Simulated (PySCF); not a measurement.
H₅InO₂Si. Atoms are numbered in the order given.

```xyz
9

In    -0.2269     0.0531    -0.1515
O     -1.6559    -1.3141    -0.4799
H     -2.3758    -1.0030    -1.0398
O     -0.5593     1.8220    -1.0344
H     -1.3754     1.8585    -1.5455
Si     1.8444    -0.4250     1.2539
H      2.3805     0.8454     1.8243
H      2.8859    -1.0504     0.3845
H      1.5025    -1.3658     2.3609
```
Charge 0, spin multiplicity 1.

Geometry optimised at PBE0-D3(BJ)/def2-SVP. The structure was generated by enumeration; whether it is a known compound was not checked. The def2 effective core potentials stand for the cores of In; spin–orbit coupling is left out. One conformer was computed; it need not be the lowest.

The numbers are results of PySCF with r2SCAN/def2-TZVP, not measurements.

The molecule is in vacuum.

### Question
Estimate the frontier levels, gap, dipole moment and polarisability. (An estimate is asked for; the answer gives what the named calculation found.)

### Answer

The highest occupied level is -6.87 eV, the lowest empty level is -1.88 eV and the orbital gap is 4.99 eV. The dipole moment is 0.12 D and the quadrupole, principal values (traceless, Buckingham form, about the centre of nuclear charge) comes out as -15.09, 3.35, 11.74 D·Å. The mean static polarisability is 74.6 bohr³ (11.06 Å³) and the polarisability, principal values is 56.6, 71.7, 95.7 bohr³.
